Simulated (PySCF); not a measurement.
## Molecular orbitals of AlTe⁻

TPSS at R = 2.470 Å; PySCF, scalar-relativistic core potentials, basis sets Al def2-SVPD, Te def2-SVPD with ECP28. State: ¹Σ⁺ (singlet), closed shell. Only the outer orbitals are listed, counted within each symmetry, core potentials removing the inner ones.

| orbital | occ. | ε (eV) | on Al (%) | main shells (%) |
| --- | --- | --- | --- | --- |
| 7σ | 2 | -9.48 | 10 | 90 Te s |
| 8σ | 2 | -3.26 | 61 | 60 Al s, 33 Te p |
| 4π | 2 | -0.53 | 15 | 84 Te p, 14 Al p |
| 4π | 2 | -0.53 | 15 | 84 Te p, 14 Al p |
| 9σ | 2 | -0.23 | 64 | 36 Te p, 32 Al s, 31 Al p |
| 5π | 0 | 2.47 | 76 | 66 Al p, 14 Te p, 10 Al d |
| 5π | 0 | 2.47 | 76 | 66 Al p, 14 Te p, 10 Al d |
| 10σ | 0 | 3.45 | 31 | 107 Te p, 14 Al s, 14 Al p |

**Question.** Which are the highest filled and the lowest empty level, where do they sit, and how wide is the gap?

**Answer.** Highest filled 9σ at -0.23 eV (in %: 36 Te p, 32 Al s, 31 Al p); lowest empty 5π at 2.47 eV (in %: 66 Al p, 14 Te p, 10 Al d); the gap at TPSS is 2.70 eV. An empty level above zero is unbound, and its energy depends on the basis.

| Property | Result |
| --- | --- |
| bond order (Mayer) | 1.75 |
| ⟨S²⟩ | 0.000 |
| charge on Al (Mulliken, basis-dependent) | -0.30 |
| charge on Al (Löwdin, basis-dependent) | -0.38 |
| dipole moment (positive dipole points towards Te; it is taken about the centre of mass and depends on that origin) | 2.67 D |

Shares are Mulliken populations and can fall outside 0 to 100 %.

Spin–orbit coupling is left out.
